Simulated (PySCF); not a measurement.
B(Me)(vinyl)(OH) (C3H7BO), SMILES C=CB(C)O.

Geometry: B3LYP-D3(BJ)/def2-SVP. Other conformers were not sampled.

Two levels are set side by side: PBE/def2-TZVP (PySCF) and M06-2X/def2-TZVP (PySCF). Same geometry, gas phase. Differences are taken from unrounded values.

| quantity | M06-2X |
|---|---|
| orbital gap (eV) | 8.97 |
| highest occupied level (eV) | -8.94 |
| lowest empty level (eV) | 0.03 |
| dipole moment (D) | 1.17 |
| mean polarisability (bohr³) | 53.7 |

What does PBE give, and how far is it from M06-2X? (An estimate is asked for; the answer gives what the named calculation found.)


```csv
quantity,PBE,PBE minus M06-2X
orbital gap (eV),4.73,-4.24
highest occupied level (eV),-6.60,2.34
lowest empty level (eV),-1.87,-1.90
dipole moment (D),1.11,-0.07
mean polarisability (bohr³),56.4,2.7
```

PBE's occupied levels lie high since its potential decays too fast outside the molecule; exact exchange lowers them and widens the gap. Loosely held outer electrons make PBE densities more polarisable. Differences between two approximate levels are no errors against the true value.

Rough cost on one machine, each run with all the roots and properties that it gave: M06-2X against PBE about 4 times.
